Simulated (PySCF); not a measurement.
**Exercise with solution: oscillator strength and radiative lifetime**

C₄HCl₂F, SMILES C(=C(Cl)Cl)(F)C#C.

Geometry optimised at PBE0-D3(BJ)/def2-SVP. The structure was generated by enumeration, and PubChem lists no compound with its InChIKey, so it may never have been made.

TDDFT-PBE/def2-SVPD (PySCF) puts the first singlet state with f over 0.02 at 4.83 eV (vertical), with the transition dipole (-0.424, -1.641, 0.000) in atomic units.

### Question
Find the oscillator strength, the wavelength and the radiative lifetime that this transition would have in vacuum if emission retraced absorption.

### Answer

|μ|² = 2.8727 au, so |μ| = 4.31 D. ΔE = 4.83/27.211 = 0.1775 hartree. f = (2/3) ΔE |μ|² = 0.340 (the program prints 0.339).
λ = 1239.84/4.83 = 257 nm; ν = 38957 cm⁻¹.
Einstein's coefficient A = 0.6670 ν² f s⁻¹ (ν in cm⁻¹) = 3.4e8 s⁻¹, so τ = 1/A = 2.9 ns. This state is S2; the lower singlet has f = 0.000. The figure is the radiative limit of this one transition; relaxation, internal conversion, crossing to triplets and a medium change what is measured.
